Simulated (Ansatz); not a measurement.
System: pyridin-4-ylsilane, C₅H₇NSi (charge 0, singlet). 
Coordinates optimised at B3LYP-D3(BJ)/def2-TZVP (Ansatz, a quantum-chemistry and plane-wave program):
SMILES: [SiH3]c1ccncc1
```xyz
14

Si     2.3272    -0.1405     0.0576
C      0.4550    -0.0234     0.0252
C     -0.1995     1.1549    -0.3397
C     -1.5883     1.1855    -0.3748
N     -2.3544     0.1377    -0.0733
C     -1.7359    -0.9888     0.2789
C     -0.3537    -1.1165     0.3431
H      2.8419    -0.5555    -1.2690
H      2.7405    -1.1456     1.0633
H      2.8986     1.1832     0.3951
H      0.3579     2.0490    -0.5917
H     -2.1086     2.0952    -0.6558
H     -2.3752    -1.8305     0.5244
H      0.0789    -2.0629     0.6442
```
Charge 0, spin multiplicity 1.

Computed values are from Ansatz. Correlated levels leave the core frozen unless marked. UHF or UKS for open shells. No spin-orbit coupling. No relativistic terms. CBS(X,Y): correlation extrapolated as X^-3; Hartree-Fock from the larger set.

```yaml
atomisation energy De: 6040.5 kJ/mol at CCSD(T)/CBS(cc-pV(T+d)Z,cc-pV(Q+d)Z)
total_energy: -538.2173 Eh at CCSD(T)/CBS(cc-pV(T+d)Z,cc-pV(Q+d)Z)
dipole_moment: 1.65 D at CCSD(T)/aug-cc-pV(D+d)Z
T1 diagnostic: 0.012 at CCSD/cc-pV(Q+d)Z
```

The Hartree-Fock reference is unstable (checked in the largest basis), which strains HF and MP2.
